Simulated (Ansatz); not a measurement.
Calculated with Ansatz (gas phase, PBE0-D4/def2-TZVP geometries, no zero-point term in ΔE). CCSD(T)/CBS is the MP2 limit (def2-TZVPP, def2-QZVPP) plus CCSD(T) − MP2 in def2-TZVPP, frozen cores. This one scheme is used for every species. Elements past krypton have def2 core potentials. For Br, Sn outer-core shells are correlated without core-valence functions, which leaves a few kJ/mol of doubt a bond. Scalar relativity is left out up to krypton. Each species was taken in one conformer, which may not be the lowest.

Reaction (formal hydrolysis of the Sn–O bond): `C[O][Sn][Br]` + H₂O → `[OH][Sn][Br]` + CH₃OH

```
       species  CCSD(T)/CBS(def2) energy (Eh)
`C[O][Sn][Br]`                    -2902.45238
           H₂O                      -76.37941
`[OH][Sn][Br]`                    -2863.20849
         CH₃OH                     -115.61712
```

Task: Work out ΔE.

Result: ΔE = (-2863.20849) + (-115.61712) − (-2902.45238) − (-76.37941) = 0.00618 Eh = +3.9 kcal/mol.

Largest T1 diagnostic among the species: 0.015.

In def2-TZVPP, CCSD(T) changes the Hartree–Fock value by +2.3 kcal/mol (the triples alone add +0.5 kcal/mol) and MP2 by +2.9 kcal/mol. The D4 term adds +1.7 kcal/mol with B3LYP and +0.9 kcal/mol with PBE0; it sums over pairs of atoms, weighted by their polarisabilities, and B3LYP, whose exchange is more repulsive, gets the larger term. Leaving LDA and LC-ωPBE aside and taking each functional with its dispersion term where it has one, the values, not all of them listed here, spread over 1.3 kcal/mol, from ωB97X-V to BLYP-D4. LDA lies +1.4 kcal/mol from PBE without D4.

B3LYP here is the variant with VWN-RPA as its local correlation; programs differ in this.
